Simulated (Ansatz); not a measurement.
`C[O][GeH]([F])[C]#N` and `C[O][GeH]([F])[S]C` differ in one atom or group.

Ansatz, PBE0-D4/def2-TZVP geometries, multiplicity 1. Each molecule was computed in one conformer, which needn't be the lowest.

Scalar relativity is left out up to krypton.

| property | `C[O][GeH]([F])[C]#N` |
| --- | --- |
| size of the dipole moment (PBE/def2-TZVPP) / D | 4.26 |
| HOMO energy (PBE/def2-TZVPP) / eV | -7.42 |
| LUMO energy (ωB97M-V/def2-TZVPP) / eV | 1.02 |
| HOMO–LUMO gap (ωB97M-V/def2-TZVPP) / eV | 12.49 |
| HOMO energy (B3LYP/def2-TZVPP) / eV | -8.80 |
| HOMO energy (PBE0/def2-TZVPP) / eV | -9.05 |

**Question.** What does the change do to each property? (Best estimate.)

**Answer.** Ansatz gave: 
| property | `C[O][GeH]([F])[S]C` | shift |
| --- | --- | --- |
| size of the dipole moment (PBE/def2-TZVPP) / D | 1.27 | -2.99 |
| HOMO energy (PBE/def2-TZVPP) / eV | -6.03 | 1.39 |
| LUMO energy (ωB97M-V/def2-TZVPP) / eV | 1.67 | 0.65 |
| HOMO–LUMO gap (ωB97M-V/def2-TZVPP) / eV | 11.17 | -1.32 |
| HOMO energy (B3LYP/def2-TZVPP) / eV | -7.05 | 1.75 |
| HOMO energy (PBE0/def2-TZVPP) / eV | -7.29 | 1.76 |

With PBE0 the HOMO rises by 1.76 eV and the LUMO rises by 0.86 eV, so the gap narrows by about 0.90 eV. PBE moves the HOMO by 1.39 eV and ωB97M-V by 1.97 eV. Dipoles are sizes alone; their direction can turn.

B3LYP here is the variant with VWN-RPA as its local correlation; programs differ in this.
